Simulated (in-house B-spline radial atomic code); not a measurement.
Computed with a B-spline radial atomic code. Model: two electrons, singlet ground state, non-relativistic, full CI in B-splines with partial waves to l = 8 (at full coupling up to 3e-4 hartree above the limit, correlation up to 0.6 % small), density held at that of full coupling by Lieb maximisation.

W(λ) is the mean repulsion in the state of coupling λ less the Hartree energy of the fixed density. Its start is exact exchange, its initial slope is twice the second-order Görling-Levy correlation energy, and its area from 0 to 1 is E_xc. A straight curve means weak, dynamic correlation, and a curve that drops fast and flattens means strong correlation.

Command:
```bash
python run_ac.py task.json out
```
Settings (lengths in bohr, energies in hartree):
```
potential              dot
strength               0.0632
lmax                   8
second                 0.3
```

Time taken, with all properties: 38 s on 1 thread of Intel(R) Xeon(R) Processor @ 2.30GHz, with other jobs on the host.

**W = mean repulsion less Hartree energy, and W of three functionals.**

Given: confinement charge in harmonic well; well frequency 0.0632 hartree; nuclear charge 0.3; external potential omega^2 r^2/2 - Z/r.

Computed: LDA exchange minus exact 29.204 millihartree; PBE exchange minus exact 7.7023 millihartree.

```json
{"coupling": "0", "W xc (hartree)": "-0.19948", "W xc minus exchange (millihartree)": "0", "kinetic minus Kohn-Sham (millihartree)": "0", "LDA (PW92) W minus its exchange (millihartree)": "0", "PBE W minus its exchange (millihartree)": "0", "SCAN W minus its exchange (millihartree)": "0"}
{"coupling": "0.02", "W xc (hartree)": "-0.20132", "W xc minus exchange (millihartree)": "-1.843", "kinetic minus Kohn-Sham (millihartree)": "0.02", "LDA (PW92) W minus its exchange (millihartree)": "-8.17", "PBE W minus its exchange (millihartree)": "-2.45", "SCAN W minus its exchange (millihartree)": "-1.82"}
{"coupling": "0.05", "W xc (hartree)": "-0.20393", "W xc minus exchange (millihartree)": "-4.452", "kinetic minus Kohn-Sham (millihartree)": "0.11", "LDA (PW92) W minus its exchange (millihartree)": "-15.51", "PBE W minus its exchange (millihartree)": "-5.92", "SCAN W minus its exchange (millihartree)": "-4.34"}
{"coupling": "0.12", "W xc (hartree)": "-0.20937", "W xc minus exchange (millihartree)": "-9.891", "kinetic minus Kohn-Sham (millihartree)": "0.57", "LDA (PW92) W minus its exchange (millihartree)": "-27.07", "PBE W minus its exchange (millihartree)": "-12.95", "SCAN W minus its exchange (millihartree)": "-9.55"}
{"coupling": "0.25", "W xc (hartree)": "-0.21755", "W xc minus exchange (millihartree)": "-18.074", "kinetic minus Kohn-Sham (millihartree)": "2.06", "LDA (PW92) W minus its exchange (millihartree)": "-40.99", "PBE W minus its exchange (millihartree)": "-23.14", "SCAN W minus its exchange (millihartree)": "-17.44"}
{"coupling": "0.4", "W xc (hartree)": "?", "W xc minus exchange (millihartree)": "?", "kinetic minus Kohn-Sham (millihartree)": "?", "LDA (PW92) W minus its exchange (millihartree)": "?", "PBE W minus its exchange (millihartree)": "?", "SCAN W minus its exchange (millihartree)": "?"}
{"coupling": "0.6", "W xc (hartree)": "-0.23193", "W xc minus exchange (millihartree)": "-32.454", "kinetic minus Kohn-Sham (millihartree)": "7.92", "LDA (PW92) W minus its exchange (millihartree)": "-62.08", "PBE W minus its exchange (millihartree)": "-40.74", "SCAN W minus its exchange (millihartree)": "-31.86"}
{"coupling": "0.8", "W xc (hartree)": "-0.23729", "W xc minus exchange (millihartree)": "-37.806", "kinetic minus Kohn-Sham (millihartree)": "11.64", "LDA (PW92) W minus its exchange (millihartree)": "-69.61", "PBE W minus its exchange (millihartree)": "-47.41", "SCAN W minus its exchange (millihartree)": "-37.48"}
{"coupling": "1", "W xc (hartree)": "-0.24144", "W xc minus exchange (millihartree)": "-41.963", "kinetic minus Kohn-Sham (millihartree)": "15.37", "LDA (PW92) W minus its exchange (millihartree)": "-75.49", "PBE W minus its exchange (millihartree)": "-52.72", "SCAN W minus its exchange (millihartree)": "-41.93"}
{"coupling": "1.4", "W xc (hartree)": "?", "W xc minus exchange (millihartree)": "?", "kinetic minus Kohn-Sham (millihartree)": "?", "LDA (PW92) W minus its exchange (millihartree)": "?", "PBE W minus its exchange (millihartree)": "?", "SCAN W minus its exchange (millihartree)": "?"}
{"coupling": "2", "W xc (hartree)": "-0.25347", "W xc minus exchange (millihartree)": "-53.989", "kinetic minus Kohn-Sham (millihartree)": "32.56", "LDA (PW92) W minus its exchange (millihartree)": "-93.15", "PBE W minus its exchange (millihartree)": "-69.06", "SCAN W minus its exchange (millihartree)": "-54.99"}
{"coupling": "3", "W xc (hartree)": "-0.25945", "W xc minus exchange (millihartree)": "-59.971", "kinetic minus Kohn-Sham (millihartree)": "47.24", "LDA (PW92) W minus its exchange (millihartree)": "-102.63", "PBE W minus its exchange (millihartree)": "-77.98", "SCAN W minus its exchange (millihartree)": "-61.26"}
{"coupling": "4.5", "W xc (hartree)": "-0.26455", "W xc minus exchange (millihartree)": "-65.069", "kinetic minus Kohn-Sham (millihartree)": "66", "LDA (PW92) W minus its exchange (millihartree)": "-111.27", "PBE W minus its exchange (millihartree)": "-86.19", "SCAN W minus its exchange (millihartree)": "-66.15"}
```

Question: What belongs in the row 0.4?

Answer: W xc (hartree): -0.22477; W xc minus exchange (millihartree): -25.285; kinetic minus Kohn-Sham (millihartree): 4.38; LDA (PW92) W minus its exchange (millihartree): -51.84; PBE W minus its exchange (millihartree): -31.95; SCAN W minus its exchange (millihartree): -24.56.

Question: What belongs in the row 1.4?

Answer: W xc (hartree): -0.24752; W xc minus exchange (millihartree): -48.035; kinetic minus Kohn-Sham (millihartree): 22.58; LDA (PW92) W minus its exchange (millihartree): -84.24; PBE W minus its exchange (millihartree): -60.75; SCAN W minus its exchange (millihartree): -48.52.

Question: What is the SCAN exchange minus exact?

Answer: 0.92123 millihartree.

**Energy parts, natural occupations and partial-wave weights.**

Computed: total energy 0.1881 hartree; correlation energy -0.026593 hartree; kinetic part of the DFT correlation energy 0.01537 hartree; initial slope twice GL2 -0.09426 hartree; kinetic part over minus potential part 0.36628; Hartree energy 0.39896 hartree; Lieb Oxford ratio E_xc over LDA exchange 1.3277.

```csv
natural,occupation of the shell (electrons)
s,1.8345
p,?
s,0.02693
d,0.00086233
p,0.00038568
f,9.2489e-05
```

Question: What belongs in the row p?

Answer: occupation of the shell (electrons): 0.13707.

| wave | weight |
| --- | --- |
| s | 0.93074 |
| p | 0.068735 |
| d | 0.00045291 |
| f | ? |
| g | 1.1118e-05 |

Question: What belongs in the row f?

Answer: weight: 5.1506e-05.

Question: What is the Kohn-Sham kinetic?

Answer: 0.095531 hartree.

Question: What is the exchange energy?

Answer: -0.19948 hartree.

Half-way to full coupling W has made 69 % of its drop, against 50 % for a straight line, and second-order (GL2) theory, half the initial slope, overshoots the correlation energy by about 77 %: correlation is strong. Over couplings 0 to 1 the errors in E_xc come to about +3.3 millihartree for LDA, +0.8 millihartree for PBE, +1.4 millihartree for SCAN, so PBE is nearest. In LDA and PBE the errors of exchange and correlation have opposite signs, so the sum is smaller than the larger of the two.
